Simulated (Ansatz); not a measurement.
Two structures of TiNH3OF2, singlet, reached by relaxing down either side of one saddle point (PBE0-D4/def2-TZVP). Energies are electronic, without zero-point energy. Ansatz 0.2.0; basis: def2-TZVPP and def2-QZVPP; cores frozen in the correlated methods. Extrapolation: Hartree–Fock as exp(−7.88 √X), correlation as X^−2.97. First:

```
8
angstrom
Ti -0.0015 0.2793 0.4901
O 1.6921 -0.2025 0.2943
N -0.9371 -0.4896 -0.9250
H -0.5123 -1.0461 -1.6529
F -0.2019 2.0333 0.4616
F -0.6926 -0.2675 2.0223
H 2.5907 0.1183 0.3632
H -1.9374 -0.4253 -1.0538
```

Second:

```xyz
8
angstrom
Ti -0.4482 0.3246 0.5360
O 1.4027 -0.4834 -0.0850
N -1.4301 -0.2838 -0.6753
H 1.3060 -0.8558 -0.9682
F -0.0192 2.0689 0.3634
F -0.8346 -0.2489 2.1938
H 2.1896 0.0716 -0.0706
H -2.1663 -0.5933 -1.2941
```

Question: Which bonds change from the first to the second?

Answer: TiNH₃OF₂ ([NH2][Ti]([OH])([F])[F]) → TiNHF₂ ([NH][Ti]([F])[F]) + H₂O (still joined by a long Ti–O bond); bonds formed: O2–H4; bonds broken: N3–H4; bonds weakened to dative contacts: Ti1–O2.

Question: Give the saddle point's structure and its height above each. (An estimate is asked for; the value comes from the calculation.)

Answer: By the calculation: 45.62 kcal/mol above the first and 13.13 kcal/mol above the second (CCSD(T) at an estimated basis limit (MP2 extrapolated from triple and quadruple zeta, plus CCSD(T) − MP2 in triple zeta)).
```
atom    x (Å)    y (Å)    z (Å)
 Ti1  -0.2720   0.3539   0.6662
  O2   1.3683  -0.5426  -0.0805
  N3  -0.9872  -0.3532  -0.7271
  H4   0.4092  -0.6290  -0.7764
  F5  -0.0788   2.1173   0.5416
  F6  -0.9269  -0.1694   2.2297
  H7   2.0939  -0.0238  -0.4393
  H8  -1.6065  -0.7532  -1.4143
```

T1 diagnostic: at most 0.026. The T1 diagnostic is large here, which may signal multireference character or strong orbital relaxation, so CCSD(T) is less sure. The restricted Hartree–Fock reference is unstable towards an unrestricted one at one or more of these structures.

Labels in which every atom is bracketed show which atoms are joined, not bond orders.

For scale, one of the runs: CCSD(T)/def2-TZVPP, 230 basis functions, launched by `ansatz run in.yaml --threads 8 --pin off --events-out ev --progress --plain --max-ram 19148MiB`. The run took 84 s on 8 CPU threads of a Oxide Virtual Turin-like (shared host), with 4.6 GiB of host memory at its peak.
